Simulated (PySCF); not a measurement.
An unknown shows these calculated signals:

1H NMR (300 MHz, computed): δ 4.62 (s, 3H), 2.01 (s, 3H), 1.88 (s, 1H), 1.73 (s, 3H), 0.86 (br s, 1H).

13C{1H} NMR (computed): δ 91.8 (C), 89.7 (C), 84.4 (C), 75.5 (CH), 43.1 (C), 31.2 (CH3), 4.6 (CH3).

[PySCF 2.14: structure optimised with GFN2-xTB; GIAO PBE0/pcSseg-1 shieldings; one computed conformer; no relativistic terms; rapidly exchanging positions averaged; isolated molecule]

Chemical shifts δ = σref − σ; 1H and 13C vs TMS, all at this level.

Question: Which of these does the molecule contain: a C≡C triple bond, a Si–H bond, an NH or NH2 group, a CF3 group, a CH3CH2 unit, an N-methyl group?

Answer: 
- A C≡C triple bond: yes (δC 75.5, 91.8; δH 1.88 (s)).
- A Si–H bond: yes (δH 4.62 (s)).
- An NH or NH2 group: yes (δH 0.86 (br s)).
- A CF3 group: no.
- A CH3CH2 unit: no.
- An N-methyl group: no.

The data belong to `C#C[C@@](C)(C#CC)N[SiH3]`, C$_{7}$H$_{11}$NSi; they needn't prove each group on their own.

Carbon signals by region: 4 at 50–100 ppm, 3 below 50 ppm.

OH and NH positions are those of a molecule without intermolecular hydrogen bonds; in solution they move with solvent, concentration and temperature, and exchange usually removes their couplings. Shifts are as computed. Against solution values, carbons near 30 ppm lie about +3 ppm off and those near 130 ppm about +5 ppm. Of 1211 compounds with measured shifts, 218 miss one by over three times the rms of a fit or turn the order of signals round; such compounds aren't used in these exercises. Multiplicities follow the n + 1 count of equivalent neighbours, as no J values were calculated; m marks all less simple cases, F and P coupling included.
